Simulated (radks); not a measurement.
The nuclear charge of the gallium ion Ga2+ is varied continuously with 29 electrons held in [Ar] 3d10 4s1. Calculated with a radial shooting solver on a logarithmic mesh with Libxc functionals: scalar-relativistic Kohn-Sham, PBE, spin-polarised, spherical densities, point nucleus; open shells are filled with parallel spins first. By the Hellmann-Feynman theorem dE/dZ = E(electron-nucleus)/Z, the electronic potential at the nucleus. The scalar-relativistic energy here is not variational (the density holds large components alone), so the two differ by a part that grows with Z.

Z      E (hartree)  E(electron-nucleus)/Z (hartree)  HOMO  e(HOMO) (eV)  <r> HOMO (bohr)
30.5   -1868.50639                         -147.131    4s       -20.305            2.214
30.75  -1905.53349                         -148.743    4s       -23.426            2.139
31     -1942.96475                         -150.354    4s       -26.694            2.070
31.25  -1980.79994                         -151.964    4s       -30.106            2.007
31.5   -2019.03886                         -153.574    4s       -33.657            1.949
31.75  -2057.68141                         -155.183    4s       -37.345            1.895
32     -2096.72752                         -156.791    4s       -41.167            1.845

The central difference of E at Z = 31 is -150.533 hartree, to compare with the third column; the second derivative is -6.46 hartree.
